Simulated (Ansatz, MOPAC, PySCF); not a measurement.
PH3 (SMILES P) and HI (SMILES I) are pulled apart as rigid monomers along the line of their centres of mass, from the B3LYP-D3(BJ)/def2-TZVP minimum. Starting geometry (charge 0, multiplicity 1):
```csv
atom,x (Å),y (Å),z (Å)
P,-0.4959,-0.5533,0.4139
H,-1.8481,-0.6696,0.0101
H,-0.1615,0.3996,-0.5789
H,-0.0545,-1.6663,-0.3421
I,0.5510,-0.0275,4.4590
H,0.1501,-0.2319,2.8916
```

Interaction energies with rigid monomers; basis-set methods are counterpoise corrected unless marked otherwise.

The state reached by AM1, PM6 isn't checked.

The values were computed with Ansatz (Gaussian basis) for Hartree–Fock, density functionals and correlated methods; MOPAC for AM1, PM6 (differences of heats of formation); PySCF for the dispersion terms. Values without a source in brackets are computed. In def2 rows elements past Kr take small-core potentials, without spin–orbit coupling.

| P1···H6 (Å) | AM1 (kJ/mol) | PM6 (kJ/mol) | PBE-D3(BJ)/def2-TZVPPD (kJ/mol) | r2SCAN/def2-TZVPPD (kJ/mol) | r2SCAN-D4/def2-TZVPPD (kJ/mol) |
|---|---|---|---|---|---|
| 2.32 | -12.4 | -8.7 | -14.6 | -8.7 | -9.8 |
| 2.58 | -9.0 | -9.4 | -14.6 | -9.6 | -10.6 |
| 2.97 | -1.6 | (withheld) | -11.3 | -7.6 | -8.5 |
| 3.61 | -4.2 | -6.0 | -6.0 | -3.9 | (withheld) |
| 4.65 | -2.4 | -2.9 | -2.1 | -1.4 | -1.7 |

Some entries are withheld; supply them.


- 2.97, PM6 (kJ/mol): -7.5
- 3.61, r2SCAN-D4/def2-TZVPPD (kJ/mol): -4.5

Ansatz is an electronic-structure program.
